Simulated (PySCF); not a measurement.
Isomers of C5H9FN2Si.

All values: PBE0/pcSseg-1 (PySCF) at GFN2-xTB geometries, gas phase, one conformer each.

Question: Rank by HOMO–LUMO gap, highest first.
A. `[N:1]#[C:2][CH2:3][C@@H:4]1[CH2:5][Si@@H:6]([CH2:7][F:8])[NH:9]1` with C2–C3–C4–C5 -67°, C5–Si6–C7–F8 179°, C3–C4–C5–Si6 -107°, C4–C5–Si6–C7 -119°, C5–Si6–N9–C4 10°, C3–C4–N9–Si6 106°
B. `[N:1]#[C:2][C@:3]1([F:4])[CH2:5][CH2:6][NH:7][CH2:8][SiH2:9]1` with C2–C3–C5–C6 -66°, C3–C5–C6–N7 -67°, C5–C6–N7–C8 68°, C6–N7–C8–Si9 -58°
C. `[CH3:1][CH2:2][n:3]1[n:4][c:5]([F:6])[cH:7][c:8]1[SiH3:9]` with C1–C2–N3–N4 -86°

Answer: A (7.19 eV), C (6.84 eV), B (6.19 eV).

Question: Rank by the lowest Hirshfeld charge on any atom, lowest value first.
A. `[CH3:1][CH2:2][n:3]1[n:4][c:5]([F:6])[cH:7][c:8]1[SiH3:9]` with C1–C2–N3–N4 -86°
B. `[N:1]#[C:2][CH2:3][C@@H:4]1[CH2:5][Si@@H:6]([CH2:7][F:8])[NH:9]1` with C2–C3–C4–C5 -67°, C5–Si6–C7–F8 179°, C3–C4–C5–Si6 -107°, C4–C5–Si6–C7 -119°, C5–Si6–N9–C4 10°, C3–C4–N9–Si6 106°
C. `[N:1]#[C:2][C@:3]1([F:4])[CH2:5][CH2:6][NH:7][CH2:8][SiH2:9]1` with C2–C3–C5–C6 -66°, C3–C5–C6–N7 -67°, C5–C6–N7–C8 68°, C6–N7–C8–Si9 -58°
D. `[CH3:1][C@H:2]([NH:3][SiH3:4])/[C:5]([C:6]#[N:7])=[CH:8]/[F:9]` with C1–C2–N3–Si4 152°, C1–C2–C5–C6 -65°

Answer: B (-0.248 e), D (-0.231 e), C (-0.208 e), A (-0.160 e).

Question: Rank by the highest IAO charge on any atom, highest value first.
A. `[CH3:1][C@H:2]([NH:3][SiH3:4])/[C:5]([C:6]#[N:7])=[CH:8]/[F:9]` with C1–C2–N3–Si4 152°, C1–C2–C5–C6 -65°
B. `[N:1]#[C:2][CH2:3][C@@H:4]1[CH2:5][Si@@H:6]([CH2:7][F:8])[NH:9]1` with C2–C3–C4–C5 -67°, C5–Si6–C7–F8 179°, C3–C4–C5–Si6 -107°, C4–C5–Si6–C7 -119°, C5–Si6–N9–C4 10°, C3–C4–N9–Si6 106°
C. `[N:1]#[C:2][C@:3]1([F:4])[CH2:5][CH2:6][NH:7][CH2:8][SiH2:9]1` with C2–C3–C5–C6 -66°, C3–C5–C6–N7 -67°, C5–C6–N7–C8 68°, C6–N7–C8–Si9 -58°
D. `[CH3:1][CH2:2][n:3]1[n:4][c:5]([F:6])[cH:7][c:8]1[SiH3:9]` with C1–C2–N3–N4 -86°

Answer: B (+1.022 e), A (+0.746 e), C (+0.724 e), D (+0.597 e).

All values together:

```
                    SMILES  μ (D)  HOMO (eV)  LUMO (eV)  lowest IAO charge (e)  highest IAO charge (e)  lowest Hirshfeld charge (e)  highest Hirshfeld charge (e)
 N#CC[C@@H]1C[Si@@H](CF)N1   2.51      -7.25      -0.06             -0.685 (N)             +1.022 (Si)                   -0.248 (N)                   +0.408 (Si)
    N#C[C@]1(F)CCNC[SiH2]1   4.05      -6.66      -0.47             -0.430 (C)             +0.724 (Si)                   -0.208 (N)                   +0.335 (Si)
C[C@H](N[SiH3])/C(C#N)=C/F   4.67      -7.51      -1.32             -0.673 (N)             +0.746 (Si)                   -0.231 (N)                   +0.350 (Si)
        CCn1nc(F)cc1[SiH3]   3.54      -7.15      -0.31             -0.425 (C)             +0.597 (Si)                   -0.160 (N)                   +0.318 (Si)
```

Conformers: `[N:1]#[C:2][CH2:3][C@@H:4]1[CH2:5][Si@@H:6]([CH2:7][F:8])[NH:9]1` with C2–C3–C4–C5 -67°, C5–Si6–C7–F8 179°, C3–C4–C5–Si6 -107°, C4–C5–Si6–C7 -119°, C5–Si6–N9–C4 10°, C3–C4–N9–Si6 106°; `[N:1]#[C:2][C@:3]1([F:4])[CH2:5][CH2:6][NH:7][CH2:8][SiH2:9]1` with C2–C3–C5–C6 -66°, C3–C5–C6–N7 -67°, C5–C6–N7–C8 68°, C6–N7–C8–Si9 -58°; `[CH3:1][C@H:2]([NH:3][SiH3:4])/[C:5]([C:6]#[N:7])=[CH:8]/[F:9]` with C1–C2–N3–Si4 152°, C1–C2–C5–C6 -65°; `[CH3:1][CH2:2][n:3]1[n:4][c:5]([F:6])[cH:7][c:8]1[SiH3:9]` with C1–C2–N3–N4 -86°.
